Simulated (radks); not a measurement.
Question: Isoelectronic series with 4 electrons, each ion in its NIST ground configuration. Method: scalar-relativistic Kohn-Sham, PBE, spin-polarised, spherical densities, point nucleus; computed with a radial shooting solver on a logarithmic mesh with Libxc functionals. Total energies (hartree) and mean radii <r> (bohr):

ion    configuration  E (hartree)      2s       1s
Be          [He] 2s2    -14.63287   2.603   0.4208
C2+         [He] 2s2    -36.47795   1.361   0.2701
O4+         [He] 2s2    -68.35794  0.9308   0.1986
Ne6+        [He] 2s2   -110.28854  0.7083   0.1570
Mg8+        [He] 2s2   -162.29736  0.5718   0.1297
Si10+       [He] 2s2   -224.41988  0.4794   0.1105
S12+        [He] 2s2   -296.69892  0.4126  0.09615
Ar14+       [He] 2s2   -379.18463  0.3620  0.08508
Ca16+       [He] 2s2   -471.93461  0.3224  0.07627
Ti18+       [He] 2s2   -575.01406  0.2905  0.06909
Cr20+       [He] 2s2   -688.49605  0.2642  0.06311
Fe22+       [He] 2s2   -812.46172  0.2422  0.05807
Ni24+       [He] 2s2   -947.00058  0.2234  0.05374
Zn26+       [He] 2s2  -1092.21087  0.2073  0.05000
Ge28+       [He] 2s2  -1248.19987  0.1933  0.04672
Se30+       [He] 2s2  -1415.08435  0.1810  0.04383
Kr32+       [He] 2s2  -1592.99097  0.1700  0.04125
Sr34+       [He] 2s2  -1782.05682  0.1603  0.03895
Zr36+       [He] 2s2  -1982.42997  0.1515  0.03687
Mo38+       [He] 2s2  -2194.27006  0.1436  0.03498
Ru40+       [He] 2s2  -2417.74898  0.1364  0.03327
Pd42+       [He] 2s2  -2653.05163  0.1298  0.03170

Estimate the row of Cd44+ ([He] 2s2).

Answer: E (hartree) -2900.37679; 2s 0.1238; 1s 0.03025.
